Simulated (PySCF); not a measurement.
C₃H₁₀GeSi.
SMILES with atom numbers: `[CH2:1]=[C:2]([CH3:3])[GeH2:4][SiH3:5]` (hydrogens: H6, H7 on C1; H8, H9, H10 on C3; H11, H12 on Ge4; H13, H14, H15 on Si5)

Theory: TDDFT CAM-B3LYP/def2-SVPD, vertical, gas phase, core orbitals frozen in the response in PySCF 2.14.0, density-fitted response routines. One conformer (not necessarily the lowest) at the PBE0-D3(BJ)/def2-SVP geometry, without solvent, vibrations or thermal averaging. The CAM-B3LYP/def2-SVPD calculation is non-relativistic and has no spin–orbit coupling, an omission that weighs most on germanium. Torsions of this conformer, `[CH2:1]=[C:2]([CH3:3])[GeH2:4][SiH3:5]`: C1–C2–Ge4–Si5 -115°.

Problem. List the vertical singlet excitations with oscillator strengths and describe the spectrum.

Solution. 

| state | E (eV) | ν̃ (cm⁻¹) | f | \|μ\| (D) | main configurations (H = HOMO, L = LUMO) |
| --- | --- | --- | --- | --- | --- |
| S1 | 6.46 | 52130 | 0.088 | 1.89 | H→L (62%), H-1→L (12%), H→L+2 (10%) |
| S2 | 6.72 | 54170 | 0.052 | 1.43 | H→L+1 (33%), H-1→L (13%), H→L+3 (10%) |
| S3 | 6.83 | 55080 | 0.016 | 0.79 | H→L+3 (35%), H→L+2 (20%), H→L+4 (15%) |
| S4 | 6.95 | 56040 | 0.375 | 3.77 | H→L+1 (50%), H→L (12%), H-1→L (8%) |
| S5 | 7.05 | 56870 | 0.020 | 0.86 | H→L+2 (42%), H→L+4 (20%), H→L+3 (12%) |
| S6 | 7.40 | 59710 | 0.012 | 0.66 | H-1→L (28%), H→L+4 (16%), H→L+3 (12%) |
| S7 | 7.44 | 59990 | 0.123 | 2.09 | H→L+4 (28%), H→L+3 (19%), H-1→L+1 (16%) |
| S8 | 7.68 | 61940 | 0.078 | 1.63 | H-1→L+3 (45%), H-1→L+2 (14%), H-1→L+4 (14%) |
| S9 | 7.76 | 62600 | 0.059 | 1.42 | H-1→L+2 (22%), H→L+5 (19%), H-1→L+1 (16%) |
| S10 | 7.80 | 62910 | 0.022 | 0.87 | H-2→L (41%), H→L+5 (19%), H-1→L+1 (17%) |

Triplets (Tamm–Dancoff): T1 4.21 eV, H→L (36%), H→L+1 (25%), H→L+4 (13%); T2 6.04 eV, H-1→L (31%), H→L (27%), H→L+2 (15%); T3 6.16 eV, H-1→L+1 (25%), H→L+1 (17%), H-1→L (13%); T4 6.26 eV, H→L+3 (36%), H→L+4 (20%), H-1→L+3 (9%).

The lowest singlet comes at 192 nm (624 kJ/mol) in the vacuum ultraviolet; it is of moderate strength; its leading configuration is HOMO→LUMO (62%). The most intense listed level is S4 at 6.95 eV (178 nm, f = 0.375), 0.49 eV above S1. Löwdin shares by element: HOMO carbon 55% or more, germanium 12%, silicon 12% (atoms not listed hold the other 22%); LUMO carbon 31% or more, germanium 22%, silicon 14% (atoms not listed hold the other 33%). The oscillator strengths of these states sum to 0.845; summed over the whole spectrum of an exact calculation they would give the number of electrons, 74 (Thomas–Reiche–Kuhn). The listed states span 1.34 eV, and the widest gap between neighbours is 0.35 eV (S5 to S6). Of the 10 states listed, 10 reach f = 0.01 and none stays under 0.0005. The vertical ionisation energy (ΔSCF) is 9.28 eV, 1.48 eV above S10. Only the lowest 10 singlets were computed, as vertical energies without vibronic structure.

The run took 2.9 min wall (with the writing of density and orbital grids) on Arm Neoverse V1, one thread, shared host with 32 logical CPUs at a one-minute load of 29, and the process peaked at 1.1 GiB of memory.
